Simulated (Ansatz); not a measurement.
Reaction (formal exchange of groups at a C–C bond): `C=CCCCCC` + `CCC(C)=O` → `CCCCCCCC(C)=O` + ethylene

Calculated with Ansatz (gas phase, PBE0-D4/def2-TZVP geometries, no zero-point term in ΔE). CBS: MP2 limit from def2 TZ/QZ plus the TZ coupled-cluster correction, frozen cores. This one scheme is used for every species. Functionals use def2-TZVPP. B3LYP here is the variant with VWN-RPA as its local correlation; programs differ in this. HSE06 is defined as in plane-wave codes. Each species was taken in one conformer, which may not be the lowest.

```json
{"level": "LDA (SPW92)", "ΔE (kJ/mol)": "19.7", "difference from CCSD(T)/CBS": "8.2"}
{"level": "PBE-D4", "ΔE (kJ/mol)": "17.6", "difference from CCSD(T)/CBS": "6.1"}
{"level": "revPBE-D4", "ΔE (kJ/mol)": "16.1", "difference from CCSD(T)/CBS": "4.6"}
{"level": "r2SCAN-D4", "ΔE (kJ/mol)": "17.3", "difference from CCSD(T)/CBS": "5.8"}
{"level": "B97M-V", "ΔE (kJ/mol)": "16.6", "difference from CCSD(T)/CBS": "5.1"}
{"level": "PBE0-D4", "ΔE (kJ/mol)": "16.8", "difference from CCSD(T)/CBS": "5.3"}
{"level": "B3LYP-D4", "ΔE (kJ/mol)": "15.6", "difference from CCSD(T)/CBS": "4.1"}
{"level": "r2SCANh-D4", "ΔE (kJ/mol)": "17.1", "difference from CCSD(T)/CBS": "5.6"}
{"level": "HSE06-D4", "ΔE (kJ/mol)": "17.0", "difference from CCSD(T)/CBS": "5.5"}
{"level": "BHLYP-D4", "ΔE (kJ/mol)": "15.0", "difference from CCSD(T)/CBS": "3.5"}
{"level": "CAM-B3LYP-D4", "ΔE (kJ/mol)": "15.3", "difference from CCSD(T)/CBS": "3.8"}
{"level": "ωB97X-V", "ΔE (kJ/mol)": "13.0", "difference from CCSD(T)/CBS": "1.5"}
{"level": "ωB97M-V", "ΔE (kJ/mol)": "12.7", "difference from CCSD(T)/CBS": "1.2"}
{"level": "B2PLYP", "ΔE (kJ/mol)": "17.9", "difference from CCSD(T)/CBS": "6.4"}
{"level": "PBE-QIDH", "ΔE (kJ/mol)": "16.8", "difference from CCSD(T)/CBS": "5.3"}
{"level": "PBE", "ΔE (kJ/mol)": "21.9", "difference from CCSD(T)/CBS": "10.4"}
{"level": "revPBE", "ΔE (kJ/mol)": "24.0", "difference from CCSD(T)/CBS": "12.5"}
{"level": "BLYP", "ΔE (kJ/mol)": "23.2", "difference from CCSD(T)/CBS": "11.7"}
{"level": "r2SCAN", "ΔE (kJ/mol)": "19.4", "difference from CCSD(T)/CBS": "7.9"}
{"level": "PBE0", "ΔE (kJ/mol)": "20.9", "difference from CCSD(T)/CBS": "9.4"}
{"level": "B3LYP", "ΔE (kJ/mol)": "21.8", "difference from CCSD(T)/CBS": "10.3"}
{"level": "r2SCANh", "ΔE (kJ/mol)": "19.2", "difference from CCSD(T)/CBS": "7.7"}
{"level": "r2SCAN0", "ΔE (kJ/mol)": "19.0", "difference from CCSD(T)/CBS": "7.5"}
{"level": "HSE06", "ΔE (kJ/mol)": "21.0", "difference from CCSD(T)/CBS": "9.5"}
{"level": "BHLYP", "ΔE (kJ/mol)": "20.0", "difference from CCSD(T)/CBS": "8.5"}
{"level": "CAM-B3LYP", "ΔE (kJ/mol)": "19.6", "difference from CCSD(T)/CBS": "8.1"}
{"level": "LC-ωPBE", "ΔE (kJ/mol)": "19.1", "difference from CCSD(T)/CBS": "7.6"}
{"level": "RPA@PBE/def2-TZVPP", "ΔE (kJ/mol)": "8.7", "difference from CCSD(T)/CBS": "-2.8"}
{"level": "HF/def2-SVP", "ΔE (kJ/mol)": "20.6", "difference from CCSD(T)/CBS": "9.1"}
{"level": "MP2/def2-SVP", "ΔE (kJ/mol)": "13.8", "difference from CCSD(T)/CBS": "2.3"}
{"level": "CCSD/def2-SVP", "ΔE (kJ/mol)": "12.8", "difference from CCSD(T)/CBS": "1.3"}
{"level": "CCSD(T)/def2-SVP", "ΔE (kJ/mol)": "11.9", "difference from CCSD(T)/CBS": "0.4"}
{"level": "HF/def2-TZVPP", "ΔE (kJ/mol)": "19.9", "difference from CCSD(T)/CBS": "8.4"}
{"level": "MP2/def2-TZVPP", "ΔE (kJ/mol)": "12.4", "difference from CCSD(T)/CBS": "0.9"}
{"level": "SCS-MP2/def2-TZVPP", "ΔE (kJ/mol)": "12.9", "difference from CCSD(T)/CBS": "1.4"}
{"level": "CCSD/def2-TZVPP", "ΔE (kJ/mol)": "12.0", "difference from CCSD(T)/CBS": "0.5"}
{"level": "HF/def2-QZVPP", "ΔE (kJ/mol)": "20.1", "difference from CCSD(T)/CBS": "8.6"}
{"level": "MP2/def2-QZVPP", "ΔE (kJ/mol)": "12.8", "difference from CCSD(T)/CBS": "1.3"}
{"level": "MP2/CBS(def2)", "ΔE (kJ/mol)": "12.9", "difference from CCSD(T)/CBS": "1.4"}
{"level": "CCSD/CBS(def2)", "ΔE (kJ/mol)": "12.5", "difference from CCSD(T)/CBS": "1.0"}
{"level": "CCSD(T)/CBS", "ΔE (kJ/mol)": "11.5", "difference from CCSD(T)/CBS": "0"}
```

Largest T1 diagnostic among the species: 0.013.

From BLYP to BHLYP (50 % exact exchange), in def2-TZVPP and without D4, ΔE moves by −3.2 kJ/mol. The D4 term adds −6.2 kJ/mol with B3LYP and −4.1 kJ/mol with PBE0; it sums over pairs of atoms, weighted by their polarisabilities, and B3LYP, whose exchange is more repulsive, gets the larger term. In def2-TZVPP, CCSD(T) changes the Hartree–Fock value by −8.9 kJ/mol (the triples alone add −1.1 kJ/mol) and MP2 by −7.5 kJ/mol.

CCSD(T)/CBS has its own doubt, a few kJ/mol and more with outer-core shells, so smaller differences from it don't rank the levels.
